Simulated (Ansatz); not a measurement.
```xyz
3

Mn    0.0000    0.0000    0.0000
Cl    0.0000    2.1600    0.0000
Cl    0.0000   -2.1600    0.0000
```

Basis set: pcseg-2 (spherical functions). Charge 0, multiplicity 6.

Computed with Ansatz (development build ahead of 0.2.0); each method stands on the lowest determinant of its kind that the runs found.

Task: Give the atomization energy at this shape (free ground-state atoms in the same class of orbitals less the molecule, no zero-point energy) of sextet MnCl₂ by r²SCAN (unrestricted), UHF.

Result:

| method | atomization energy |
| --- | --- |
| r²SCAN (unrestricted) | 201.73 kcal/mol |
| UHF | 141.88 kcal/mol |

Caution: other spin multiplicities were not run.

The shape needn't be a minimum at these levels.
